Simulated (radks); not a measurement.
Neutral hydrogen inside a hard spherical wall (all orbitals vanish at R), configuration held at 1s1 and not refilled when levels cross. All-electron calculation, scalar-relativistic Kohn-Sham, PBE, spin-polarised, spherical densities, finite nucleus; open shells are filled with parallel spins first; Gaussian nuclear charge, rms radius 0.8783 fm. Program: a radial shooting solver on a logarithmic mesh with Libxc functionals. Eigenvalues in eV for spin up, with the zero of energy where the potential of the charges vanishes at infinity; a dash marks a level that is unbound or too diffuse for the functional's potential to be trusted. A positive occupied level is held by the wall or, in an anion where self-interaction has pushed it up, behind a barrier. The pressure on the wall is -dE/dV.

| R (bohr) | E (hartree) | kinetic (hartree) | e(1s) | e(2s, empty) | e(2p, empty) | pressure (GPa) |
|---|---|---|---|---|---|---|
| free | -0.50000 | 0.495 | -7.595 | - | - | 0 |
| 15 | -0.50000 | 0.495 | -7.595 | - | - | < 0.0001 |
| 12 | -0.50000 | 0.495 | -7.594 | 0.481 | 0.762 | < 0.0001 |
| 7 | -0.49970 | 0.497 | -7.558 | 3.159 | 2.547 | 0.0204 |
| 6 | -0.49876 | 0.504 | -7.473 | 5.237 | 3.763 | 0.113 |
| 4 | -0.47988 | 0.586 | -6.375 | 17.567 | 10.386 | 4.10 |
| 3.5 | -0.45945 | 0.654 | -5.422 | 25.263 | 14.385 | 10.9 |
| 2.5 | -0.32537 | 0.987 | -0.199 | 59.431 | 31.960 | 100 |
